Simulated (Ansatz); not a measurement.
Molecule: Si2H3 (charge 0, doublet). It need not be the lowest isomer of its formula. 
Coordinates optimised at B3LYP-D3(BJ)/def2-TZVP (Ansatz, a quantum-chemistry and plane-wave program):
```xyz
5

Si    -1.2264     0.1449    -0.1145
Si     1.0462    -0.0389     0.0964
H     -1.3325    -1.3477     0.1685
H      1.8899    -1.2636     0.0402
H      1.9663     1.1277     0.0447
```
Charge 0, spin multiplicity 2.

Basis-set convergence of Hartree-Fock and CCSD correlation energies (hartree) with Ansatz. Cores are frozen in the correlated levels unless marked. UHF or UKS for open shells. No spin-orbit coupling. No relativistic terms.

The UHF reference is spin-contaminated (<S^2> 0.19 over the pure value in the largest basis). The T1 diagnostic of CCSD in the largest basis is 0.050, which is high, so the coupled-cluster rows are less sure than usual.

| basis | functions | E(HF) | E(corr, CCSD) |
|---|---|---|---|
| aug-cc-pV(D+d)Z | 91 | -579.52850 | -0.22219 |
| aug-cc-pV(T+d)Z | 179 | [?] | [?] |

### Question
Some entries are withheld; supply them.

### Answer

- aug-cc-pV(T+d)Z, E(HF): -579.54741
- aug-cc-pV(T+d)Z, E(corr, CCSD): -0.25533
